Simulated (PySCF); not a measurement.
BEt2(SiH3), C₄H₁₃BSi.
Z-matrix (Å and degrees, PBE0-D3(BJ)/def2-SVP geometry), rows numbered from 1:
```
B 
C   1  1.5722
C   2  1.5393  1  106.98
H   2  1.1041  1  111.72  3  -119.45
H   2  1.1027  1  112.52  3   119.26
H   3  1.1009  2  111.22  1  -178.17
H   3  1.1019  2  111.80  1   -58.36
H   3  1.1020  2  111.76  1    61.87
C   1  1.5712  2  120.48  3    99.86
C   9  1.5399  1  105.82  2    89.85
H   9  1.1043  1  111.35  2   -28.53
H   9  1.1023  1  113.71  2  -150.65
H  10  1.1009  9  111.18  1  -179.10
H  10  1.1018  9  111.78  1   -59.22
H  10  1.1020  9  111.73  1    61.17
Si  1  2.0352  2  120.09  3   -78.40
H  16  1.4997  1  114.17  2   -26.87
H  16  1.5003  1  112.71  2  -150.30
H  16  1.5037  1  108.44  2    92.18
```

The computed photoelectron lines, unassigned: B 1s: 195.25 eV; C 1s: 289.96 (area 2), 290.70 (area 2) eV; Si 1s: 1845.69 eV; Si 2p3/2: 105.99 eV.

Method used: PySCF, delta-SCF UKS SCAN, pcX-2 on the ionised atom, pcseg-1 elsewhere, spin-free X2C. Isolated species at its PBE0-D3(BJ)/def2-SVP geometry (one conformer only).

Q: Assign the C 1s lines to atoms.

A: 289.96 eV: C2/C9 (carbon bonded to B, C and 2 H); 290.70 eV: C3/C10 (carbon bonded to C and 3 H). The listed C 1s values span 0.74 eV, from C2/C9 (bonded to C, 2 H and B) to C3/C10 (bonded to C and 3 H).

Bonded neighbours of each site: B1: 2 C and Si; C2/C9: C, 2 H and B; C3/C10: C and 3 H; Si16: 3 H and B.

Q: Express the binding energy of B 1s of B1 in atomic units and per mole.

A: 195.25 eV = 7.1753 Eh = 18839 kJ/mol.

Topologically equivalent atoms share the value of their first member; where this conformer doesn't relate them by symmetry, their own values could differ. Spin–orbit and ligand-field terms were added within each 2p shell after the spin-free SCF. 2p1/2 minus 2p3/2 (ligand field included): Si 0.62 eV.
